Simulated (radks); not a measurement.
Numerical settings for the caesium ion Cs36+, [Ar] 3d1. Method: Dirac Kohn-Sham, PBEsol, spin-unpolarised, spherical densities, finite nucleus; open shells are shared between the two j in proportion to 2j + 1; Fermi nuclear charge, rms radius 4.8041 fm; computed with a radial shooting solver on a logarithmic mesh with Libxc functionals. The defaults (mesh step 0.008 in ln r, mesh end at 40 bohr or more with all orbitals vanishing there, Anderson mixing 0.5 over 9 steps, residual threshold near 1e-9 with the energy settled to 1e-9 hartree or 1e-11 of itself, here a cap of 85 iterations) give E = -6778.3871 hartree and 3d5/2 at -2354.8 eV in 13 iterations. Run on one thread of a shared host, so times are rough (Arm Neoverse N1): 0.1 s of CPU time, 0.1 s wall, 13 iterations on 2189 mesh points. Changes against that run (0 stands for a change within the tolerance of the run):

setting                     iterations  converged  E (mhartree)  e(3d5/2) (meV)  CPU (s)
mesh step in ln r 0.03              13        yes      +0.00185               0     0.04
mesh step in ln r 0.005             13        yes             0               0     0.14
mesh step in ln r 0.05              13        yes       +0.0304         +0.0031     0.03
mesh end (bohr) 8                   13        yes             0               0     0.09
mesh end (bohr) 400                 13        yes             0               0      0.1
residual threshold 0.01              7        yes             0           +1.14     0.07
residual threshold 1e-05             8        yes             0          -0.627     0.07
mixing 1                             9        yes             0               0     0.07
linear mixing, mixing 0.05          85         no         +1.93       -7.55e+03     0.48
linear mixing, mixing 1             13        yes             0               0     0.09
mixing history 20                   20        yes             0               0     0.13
iteration cap 5                      5         no             0           +70.8     0.04

No run marked as converged misses the energy by more than 1 mhartree. A mesh that ends early acts as a hard wall.
